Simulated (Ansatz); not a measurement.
`C[SiH2][SiH](F)F` + H₂O → `C[SiH2][SiH](O)F` + H–F at 400 K and 1 bar (formal hydrolysis of the Si–F bond).

Calculated with Ansatz (gas phase, PBE0-D4/def2-TZVP geometries, no zero-point term in ΔE). CCSD(T)/CBS adds triple-zeta CCSD(T) − MP2 to the extrapolated MP2 energy (def2 sets, frozen cores). This one scheme is used for every species. Each species was taken in one conformer, which may not be the lowest.

| species | CCSD(T)/CBS energy (Eh) | H − E (kJ/mol) | S (J/(mol·K)) |
| --- | --- | --- | --- |
| `C[SiH2][SiH](F)F` | -819.54558 | 217.5 | 410.3 |
| H₂O | -76.37941 | 69.8 | 198.6 |
| `C[SiH2][SiH](O)F` | -795.51430 | 249.7 | 420.7 |
| H–F | -100.39570 | 36.5 | 182.2 |

H − E and S are ideal-gas, rigid-rotor, harmonic terms from PBE0-D4/def2-TZVP, for one conformer and one mirror image of each species. 1 Eh = 2625.50 kJ/mol, R = 8.31446 J/(mol·K).

Problem. By hand: ΔE, ΔH, ΔS and ΔG.

Solution. ΔE = (-795.51430) + (-100.39570) − (-819.54558) − (-76.37941) = 0.01499 Eh = 39.4 kJ/mol. Δ(H − E) = 249.7 + 36.5 − 217.5 − 69.8 = -1.1, so ΔH = 38.3 kJ/mol. ΔS = 420.7 + 182.2 − 410.3 − 198.6 = -6.0 J/(mol·K). ΔG = 38.3 − 400 × (-6.0)/1000 = 40.7 kJ/mol.

Problem. By hand: the equilibrium constant, and the temperature at which ΔG would vanish if ΔH and ΔS stayed fixed.

Solution. log₁₀ K = −ΔG/(RT ln 10) = -5.3. ΔH and −TΔS have one sign here, so there is no such temperature.

The number of gas molecules stays the same, so ΔS is small and ΔH decides. A doubt of 5 kJ/mol in ΔE shifts log₁₀ K by 0.7 here. Other conformers and mirror images would add mixing entropy, several J/(mol·K) or more a flexible species. Modes under 60 cm⁻¹, often nearly free rotors, make the harmonic entropy too high. These are equilibria of isolated gas molecules and say nothing of rates. Largest T1 diagnostic: 0.012 (customary marks: 0.02 for closed shells, 0.045 for open ones).

ΔS is within the doubt of such terms, so its sign, and with it that verdict, could turn.
